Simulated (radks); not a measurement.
All-electron atom: S XI in [He] 2s2 2p1 3d1 (not the ground configuration). All-electron calculation, scalar-relativistic Kohn-Sham, SCAN, spin-polarised, spherical densities, finite nucleus; open shells are filled with parallel spins first; meta-GGA in the generalised Kohn-Sham scheme; Fermi nuclear charge, rms radius 3.2611 fm. Program: a radial shooting solver on a logarithmic mesh with Libxc functionals. Some entries of the table are withheld. Estimate them.

| orbital | occ. | eigenvalue (eV) | <r^2> (bohr^2) | <1/r> (bohr^-1) |
|---|---|---|---|---|
| 1s up | 1 | -2858.797 | (1) | 15.72 |
| 1s down | 1 | -2854.110 | (2) | 15.74 |
| 2s up | 1 | -544.9263 | 0.2094 | 3.503 |
| 2s down | 1 | -533.8647 | 0.2115 | 3.473 |
| 2p up | 1 | -503.0200 | 0.1670 | 3.417 |
| 3d up | 1 | -178.6074 | 0.9354 | 1.310 |

Answer. 
(1) 1s up <r^2> (bohr^2): 0.01246
(2) 1s down <r^2> (bohr^2): 0.01240
